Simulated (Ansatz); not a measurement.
```yaml
crystal:
  periodic: [false, false, false]
  atoms:
    - {symbol: N, position_ang: [-1.061816, 0.916497, 0.144941]}
    - {symbol: Ti, position_ang: [0.381359, -0.136813, -0.351148]}
    - {symbol: O, position_ang: [0.480878, -1.443069, 0.830923]}
    - {symbol: F, position_ang: [0.151973, -0.676501, -2.009812]}
    - {symbol: Cl, position_ang: [2.244928, 1.064923, -0.318094]}
    - {symbol: H, position_ang: [-1.517479, 0.869226, 1.045527]}
    - {symbol: H, position_ang: [-1.475347, 1.631980, -0.437423]}
    - {symbol: H, position_ang: [0.887704, -2.283445, 1.039385]}
basis:
  gaussian: {orbitals: x2c-TZVPPall}
total_charge: 1
magnetization: {spin_polarized: true, initial_magnetization: 2}
hamiltonian: {xc: {name: revPBE0}}
accuracy: high
output: {forces: true}
```

```sh
$ ansatz run in.yaml --threads 4 --pin off --events-out ev --progress --plain --max-ram 10444MiB
```

Output, abridged:

```
Error: a molecule whose nuclei and cores have a total charge of 66 cannot have a net charge of 1 together with 2 unpaired electrons
```

(1) What is wrong with this run?

Answers

(1) The number of unpaired electrons doesn't fit the electron count. The input was rejected before any iteration.
